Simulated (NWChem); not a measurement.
The numbers come from NWChem runs, not from measurements. System: H2ISi, charge 1, spin multiplicity 1, at the geometry of a parent with another charge or spin, in a state set for the comparison that need not be this species' ground state. Level: PBE/def2-TZVPD with def2 effective core potentials on I.

Job file:

```
start mol
memory heap 200 mb stack 900 mb global 1100 mb
charge 1
geometry units angstroms nocenter noautoz
  Si    -0.405039    -1.816884     0.000000
  I      0.100395     0.572037     0.000000
  H      0.174800    -2.440790    -1.229796
  H      0.174800    -2.440790     1.229796
  symmetry group Cs
end
basis spherical
  * library def2-tzvpd
end
ecp
  I library def2-ecp
end
dft
  xc xpbe96 cpbe96
  semidirect memsize 60000000 filesize 0
  iterations 100
end
task dft energy
```

NWChem printed:

```
             Northwest Computational Chemistry Package (NWChem) 7.3.0
             --------------------------------------------------------

                                NWChem Input Module
                                -------------------

 Scaling coordinates for geometry "geometry" by  1.889725989
 (inverse scale =  0.529177249)

 Turning off AUTOSYM since
 SYMMETRY directive was detected!

                             Geometry "geometry" -> ""
                             -------------------------

 Output coordinates in angstroms (scale by  1.889725989 to convert to a.u.)

  No.       Tag          Charge          X              Y              Z
 ---- ---------------- ---------- -------------- -------------- --------------
    1 Si                  14.0000    -0.40503900    -1.81688400     0.00000000
    2 I                   53.0000     0.10039500     0.57203700     0.00000000
    3 H                    1.0000     0.17480000    -2.44079000    -1.22979600
    4 H                    1.0000     0.17480000    -2.44079000     1.22979600

 Effective nuclear repulsion energy (a.u.)     188.1556775514

            Nuclear Dipole moment (a.u.)
            ----------------------------
        X                 Y               Z
 ---------------- ---------------- ----------------
    -0.0000207870     0.0000094486     0.0000000000

      Symmetry information
      --------------------

 Group name             Cs
 Group number              2
 Group order               2
 No. of unique centers     3

      Symmetry unique atoms

     1    2    3


 Summary of "ao basis" -> "" (spherical)
 ------------------------------------------------------------------------------
       Tag                 Description            Shells   Functions and Types
 ---------------- ------------------------------  ------  ---------------------
 *                         def2-tzvpd                 on all atoms

 Summary of "ao basis" -> "ao basis" (spherical)
 ------------------------------------------------------------------------------
       Tag                 Description            Shells   Functions and Types
[...]
              MO Center=  7.8D-02,  3.1D-01, -2.0D-16, r^2= 2.5D+00
   Bfn.  Coefficient  Atom+Function         Bfn.  Coefficient  Atom+Function
  ----- ------------  ---------------      ----- ------------  ---------------
    62      0.561339  2 I  pz                56     -0.461411  2 I  pz
    59      0.377409  2 I  pz                65      0.202770  2 I  pz
   104      0.074966  3 H  s                113     -0.074966  4 H  s
    28      0.065274  1 Si d -1              53     -0.058568  2 I  pz
    23      0.047323  1 Si d -1             103      0.047201  3 H  s

 Vector   21  Occ=0.000000D+00  E=-4.106988D-01  Symmetry=a'
              MO Center= -5.3D-01, -1.3D+00,  9.7D-15, r^2= 3.5D+00
   Bfn.  Coefficient  Atom+Function         Bfn.  Coefficient  Atom+Function
  ----- ------------  ---------------      ----- ------------  ---------------
    16      0.450680  1 Si px                 5     -0.377656  1 Si s
    60     -0.313467  2 I  px                 4     -0.276520  1 Si s
    54      0.254114  2 I  px                57     -0.214868  2 I  px
    19      0.183759  1 Si px                13      0.152251  1 Si px
     7     -0.149463  1 Si px                63     -0.146723  2 I  px

 Vector   22  Occ=0.000000D+00  E=-2.747020D-01  Symmetry=a'
              MO Center= -1.7D-01, -9.7D-01,  1.2D-14, r^2= 4.7D+00
   Bfn.  Coefficient  Atom+Function         Bfn.  Coefficient  Atom+Function
  ----- ------------  ---------------      ----- ------------  ---------------
    17      0.450050  1 Si py                61      0.373113  2 I  py
     4      0.318510  1 Si s                  5      0.309668  1 Si s
    64      0.284100  2 I  py                20      0.277740  1 Si py
    55     -0.278365  2 I  py                48     -0.269130  2 I  s
    58      0.244275  2 I  py                49     -0.192227  2 I  s

 Vector   23  Occ=0.000000D+00  E=-2.122222D-01  Symmetry=a"
              MO Center= -4.5D-01, -1.4D+00, -2.2D-14, r^2= 4.1D+00
   Bfn.  Coefficient  Atom+Function         Bfn.  Coefficient  Atom+Function
  ----- ------------  ---------------      ----- ------------  ---------------
    18      0.399521  1 Si pz                21      0.364889  1 Si pz
   105      0.208730  3 H  s                114     -0.208730  4 H  s
    28      0.192614  1 Si d -1              30      0.184587  1 Si d  1
   104      0.164313  3 H  s                113     -0.164313  4 H  s
    65     -0.163457  2 I  pz                35      0.140177  1 Si d  1

 center of mass
 --------------
 x =   0.02120772 y =   0.20284580 z =   0.00000000

 moments of inertia (a.u.)
 ------------------
         525.402653508280         -95.802150556139           0.000000000000
         -95.802150556139          31.993672638991           0.000000000000
           0.000000000000           0.000000000000         535.623793904579

     Multipole analysis of the density
     ---------------------------------

     L   x y z        total         alpha         beta         nuclear
     -   - - -        -----         -----         ----         -------
     0   0 0 0      1.000000    -20.000000    -20.000000     41.000000

     1   1 0 0     -0.514143      2.399006      2.399006     -5.312154
     1   0 1 0     -1.956925     14.155437     14.155437    -30.267800
     1   0 0 1     -0.000000     -0.000000     -0.000000      0.000000

     2   2 0 0    -24.950619    -17.135337    -17.135337      9.320054
     2   1 1 0      3.402871    -17.734378    -17.734378     38.871626
     2   1 0 1      0.000000      0.000000      0.000000      0.000000
     2   0 2 0    -14.269654   -125.534383   -125.534383    236.799112
     2   0 1 1     -0.000000     -0.000000     -0.000000      0.000000
     2   0 0 2    -27.171234    -18.986488    -18.986488     10.801742

 Task  times  cpu:       12.9s     wall:       12.9s

 Total times  cpu:       12.9s     wall:       12.9s
```
